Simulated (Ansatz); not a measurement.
Ansatz (a program for electronic structure) input (B3LYP-D3(BJ)/def2-TZVP):

Ansatz 0.2 input:
```yaml
crystal:
  periodic: [false, false, false]
  atoms:
    - {symbol: Sn, position_ang: [0.00824810, 0.00044421, -0.25871245]}
    - {symbol: F, position_ang: [0.75150045, 1.42315253, 0.74578065]}
    - {symbol: F, position_ang: [-0.79732324, -1.42562035, 0.69151074]}
basis:
  gaussian:
    orbitals: def2-TZVP
hamiltonian:
  xc: b3lyp
  dispersion: d3bj
total_charge: 1
magnetization: {spin_polarized: true, initial_magnetization: 1}
phonons: {temperatures: {t_min: 298.15, t_max: 298.15, t_step: 100}}
```

Output:

```
Functional definition: B3LYP
integrals: 0.03 GiB planned
744 factors; their error is unknown
mean field: 0.41 GiB planned
mean field evaluation 1: about -11239.5509 eV, gradient 8.4e1 eV
mean field evaluation 2: about -11041.5765 eV, gradient 2.2e2 eV
mean field evaluation 4: about -11260.8089 eV, gradient 8.9e0 eV
mean field evaluation 8: about -11261.1537 eV, gradient 1.7e-1 eV
mean field evaluation 16: about -11261.1538 eV, gradient 5.7e-5 eV
mean field -11261.15381780 eV, -413.8397697198 hartree, gradient 2.5e-5 eV, S^2 0.755893; 0 other end points of the search recorded, 0 dependent functions left out
the calculation of the forces begins
reference -11261.15398938 eV, -413.8397760254 hartree; 20, 19 occupied and 92, 93 virtual orbitals, 744 factors
these checks for a lower state are left out or cut short: stability, starts, cluster_reference, orbital_swaps, neighbouring_geometries, increment
integrals: 0.03 GiB planned
744 factors; their error is unknown
mean field: 0.41 GiB planned
mean field -11261.15376864 eV, -413.8397679132 hartree, gradient 1.2e-6 eV, S^2 0.755915; 0 other end points of the search recorded, 0 dependent functions left out
the calculation of the forces begins
reference -11261.15394024 eV, -413.8397742196 hartree; 20, 19 occupied and 92, 93 virtual orbitals, 744 factors
these checks for a lower state are left out or cut short: stability, starts, cluster_reference, orbital_swaps, neighbouring_geometries, increment
integrals: 0.03 GiB planned
744 factors; their error is unknown
mean field: 0.41 GiB planned
mean field evaluation 32: about -11261.1538 eV, gradient 7.9e-4 eV
mean field -11261.15376935 eV, -413.8397679394 hartree, gradient 1.2e-6 eV, S^2 0.755872; 0 other end points of the search recorded, 0 dependent functions left out
the calculation of the forces begins
reference -11261.15394092 eV, -413.8397742443 hartree; 20, 19 occupied and 92, 93 virtual orbitals, 744 factors
these checks for a lower state are left out or cut short: stability, starts, cluster_reference, orbital_swaps, neighbouring_geometries, increment
integrals: 0.03 GiB planned
744 factors; their error is unknown
mean field: 0.41 GiB planned
mean field -11261.15377664 eV, -413.8397682074 hartree, gradient 1.2e-6 eV, S^2 0.755925; 0 other end points of the search recorded, 0 dependent functions left out
the calculation of the forces begins
reference -11261.15394823 eV, -413.8397745133 hartree; 20, 19 occupied and 92, 93 virtual orbitals, 744 factors
these checks for a lower state are left out or cut short: stability, starts, cluster_reference, orbital_swaps, neighbouring_geometries, increment
integrals: 0.03 GiB planned
744 factors; their error is unknown
mean field: 0.41 GiB planned
mean field -11261.15375748 eV, -413.8397675034 hartree, gradient 1.2e-6 eV, S^2 0.755862; 0 other end points of the search recorded, 0 dependent functions left out
the calculation of the forces begins
reference -11261.15392906 eV, -413.8397738087 hartree; 20, 19 occupied and 92, 93 virtual orbitals, 744 factors
these checks for a lower state are left out or cut short: stability, starts, cluster_reference, orbital_swaps, neighbouring_geometries, increment
integrals: 0.03 GiB planned
744 factors; their error is unknown
mean field: 0.41 GiB planned
mean field -11261.15380728 eV, -413.8397693333 hartree, gradient 1.4e-6 eV, S^2 0.755880; 0 other end points of the search recorded, 0 dependent functions left out
the calculation of the forces begins
reference -11261.15397885 eV, -413.8397756385 hartree; 20, 19 occupied and 92, 93 virtual orbitals, 744 factors
these checks for a lower state are left out or cut short: stability, starts, cluster_reference, orbital_swaps, neighbouring_geometries, increment
integrals: 0.03 GiB planned
744 factors; their error is unknown
mean field: 0.41 GiB planned
mean field evaluation 64: about -11261.1538 eV, gradient 1.6e-6 eV
mean field -11261.15380683 eV, -413.8397693169 hartree, gradient 1.2e-6 eV, S^2 0.755907; 0 other end points of the search recorded, 0 dependent functions left out
the calculation of the forces begins
reference -11261.15397843 eV, -413.8397756229 hartree; 20, 19 occupied and 92, 93 virtual orbitals, 744 factors
Total energy: -11261.21534540 eV, -413.8420308176 hartree
Atom 0 at     0.008248     0.000444    -0.258712 Å, force    -0.000035    -0.000002     0.001106 eV/Å
Atom 1 at     0.751500     1.423153     0.745781 Å, force    -0.000411    -0.000787    -0.000568 eV/Å
Atom 2 at    -0.797323    -1.425620     0.691511 Å, force     0.000446     0.000789    -0.000538 eV/Å
Dipole moment:     0.020694     0.001115    -0.649107 e Å
Vibrations: 128.87 600.54 625.84 cm⁻¹, zero-point energy 0.084015 eV
```
